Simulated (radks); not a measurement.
Results of a calculation; reference values are marked as such.
Question: The mean radii <r> (bohr) of the occupied orbitals of an atom or ion are listed with their occupations. Code: a radial shooting solver on a logarithmic mesh with Libxc functionals. Model: scalar-relativistic Kohn-Sham, r2SCAN, spin-polarised, spherical densities, finite nucleus; meta-GGA in the generalised Kohn-Sham scheme; Fermi nuclear charge, rms radius of each element as measured or else 0.836 A^(1/3) + 0.57 fm.

| orbital | occ. | <r> |
|---|---|---|
| 1s up | 1 | 0.1765 |
| 1s down | 1 | 0.1753 |
| 2s up | 1 | 0.9044 |
| 2s down | 1 | 0.9429 |
| 2p up | 3 | 0.8764 |

Name the element and its charge. Open shells, if any, are filled with parallel spins first.

Answer: Z = 9, fluorine, charge +2: F2+ in [He] 2s2 2p3. The 1s radius gives Z: for a bare nucleus <r> = (2 gamma + 1)/(2Z) with gamma = sqrt(1 - (Z/c)^2), 0.1664 bohr for Z = 9, and screening makes it slightly larger (0.1765 here). The occupations add up to 7, and the charge is Z minus that.
